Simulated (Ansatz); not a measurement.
**What each rung costs, and what it gives**

Saddle point of SiN₂H₉Cl, closed shell (SiH₃Cl ([SiH3][Cl]) + NH₃ + NH₃ → SiNH₄Cl ([NH2][SiH2][Cl]) + NH₃ + H₂; bonds formed: H2–H8, H6–N9; dative contacts that become bonds: Si1–N7; bonds broken: Si1–H2, H6–N7, H8–N9), PBE0-D4/def2-TZVP structure:

```
13
angstrom
Si -1.1310 -0.6050 0.5322
H -0.2744 -1.0513 -0.8187
H -1.7717 -1.9572 0.5027
H -1.8836 0.0091 1.6909
Cl -1.9937 0.9188 -0.7902
H 1.1559 0.9197 -0.1577
N 0.4658 -0.3073 1.2736
H 0.4651 -0.1033 -1.2130
N 1.0437 0.8596 -1.1884
H 1.1608 -1.0271 1.1116
H 0.4249 -0.0895 2.2609
H 1.9236 0.8448 -1.6894
H 0.4147 1.5888 -1.5144
```

Barriers are electronic and count from the start structure reached by relaxing down the imaginary mode.

Computed with Ansatz 0.2.0 (basis: as named in each row); correlated methods freeze the cores. B3LYP uses VWN-RPA correlation. Extrapolation: Hartree–Fock as exp(−7.88 √X), correlation as X^−2.97.

Times are rough, for one single point on 8 threads of a shared host (Arm Neoverse V1).

The estimate by CCSD(T) at an estimated basis limit (MP2 extrapolated from triple and quadruple zeta, plus CCSD(T) − MP2 in triple zeta) is 1.467 eV.

```tsv
method	basis	time (s)	barrier (eV)	method less estimate
HF	STO-3G	under 1	3.472	2.005
PBE-D4	STO-3G	under 1	1.983	0.517
SPW92	def2-SVP	under 1	0.808	-0.658
B3LYP-D4	6-31G	under 1	1.461	-0.005
PBE-D4	def2-SVP	under 1	1.187	-0.280
PBE0-D4	def2-SVP	under 1	1.318	-0.149
SPW92	def2-TZVPP	under 1	0.858	-0.609
PBE-D4	def2-TZVPP	1	1.230	-0.236
BLYP-D4	def2-TZVPP	1	1.354	-0.113
BHLYP-D4	def2-TZVPP	2	1.555	0.089
B3LYP-D4	def2-TZVPP	2	1.430	-0.037
CAM-B3LYP-D4	def2-TZVPP	2	1.456	-0.011
PBE0-D4	def2-TZVPP	2	1.335	-0.132
wB97M-V	def2-SVP	3	1.419	-0.048
r2SCAN-D4	def2-TZVPP	3	1.277	-0.189
CCSD(T)	def2-SVP	3	1.626	0.160
r2SCAN0-D4	def2-TZVPP	3	1.359	-0.107
B2PLYP	def2-TZVPP	3	1.525	0.059
RPA on PBE	def2-TZVPP	3	1.611	0.144
PBE-QIDH	def2-TZVPP	4	1.440	-0.027
wB97X-V	def2-TZVPP	5	1.492	0.026
wB97M-V	def2-TZVPP	6	1.463	-0.003
B97M-V	def2-TZVPP	6	1.314	-0.153
MP2	def2-QZVPP	16	1.436	-0.031
CCSD(T)	def2-TZVPP	110	1.540	0.074
```

All methods are single points on the PBE0-D4 structures.

T1 diagnostic: at most 0.010.

Labels in which every atom is bracketed show which atoms are joined, not bond orders.
